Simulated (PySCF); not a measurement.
A GIAO shielding run with PySCF (density fitting, non-relativistic, gas phase) on `C[Si@]1(Cl)O[SiH2]C(=C)[SiH2]1`, C3H9ClOSi3:

```
$ OMP_NUM_THREADS=1 python probes_run.py task.json out

{"job": {"kind": "nmr", "xc": "PBE0", "basis": "pcSseg-1"}, "charge": 0, "multiplicity": 1}
C     -2.973586    -0.251806     0.285477
C     -1.648900    -0.329697     0.360797
Si    -0.614545    -1.541905    -0.673327
O      0.917591    -1.079424    -0.340158
Si     1.469328     0.040391     0.729949
C      2.626072     1.187231    -0.248260
Cl     2.604155    -1.002035     2.048149
Si    -0.584333     0.772578     1.501040
H     -3.553322    -0.884131    -0.371931
H     -3.546891     0.447969     0.875810
H     -0.741662    -2.926457    -0.227251
H     -0.769167    -1.355136    -2.112540
H      3.398366     0.617837    -0.759642
H      3.119350     1.893229     0.412267
H      2.082971     1.753589    -0.998194
H     -0.885305     2.190915     1.252915
H     -0.907120     0.478883     2.904452
```

Hardware: 1 thread of an Intel Xeon, shared host. The job also computes population analyses, field gradients, ring-centre shieldings.

Question: How large is the calculation?

Answer: 94 electrons, 209 basis functions and 1180 auxiliary functions.

Question: How long does it take, and how much memory does it need?

Answer: 64 s of wall time, with 13 SCF cycles and 5 response iterations; peak memory 0.97 GiB. Times on a shared host scatter by some tens of per cent.
